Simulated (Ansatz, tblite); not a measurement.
Cost and result up the ladder for InH2I (4 atoms). Charge 0, multiplicity 1. Geometry: r2SCAN-D4/def2-TZVP.

Cartesian coordinates in Å:
```
In -0.051 0.177 -0.273
H 1.140 1.366 -0.545
H -1.452 -0.284 -1.129
I 0.363 -1.258 1.947
```

Ansatz on 4 threads of Arm Neoverse V1 on a shared host; xTB runs through tblite on one thread. Times are rough, summed over both states, and most runs start from the orbitals of an earlier one. PBE0-D4/def2-TZVP serves as the yardstick here, not as an exact answer. The other state is a triplet.

In the def2 sets I, In take a core potential; there is no spin–orbit coupling. The xTB rows come from tblite.

xTB has no spin-polarisation term.

| level | functions | wall time | vertical triplet (eV) | difference from PBE0-D4/def2-TZVP (eV) |
| --- | --- | --- | --- | --- |
| GFN1-xTB | 22 | 0.005 s | 5.81 | 1.72 |
| GFN2-xTB | 20 | 0.006 s | 4.32 | 0.23 |
| PBE-D4/def2-TZVP | 112 | 2.4 s | 3.83 | -0.27 |
| PBE0-D4/def2-TZVP | 112 | 3.9 s | 4.10 | 0.00 |
| r2SCAN-D4/def2-TZVP | 112 | 5.4 s | 3.91 | -0.18 |
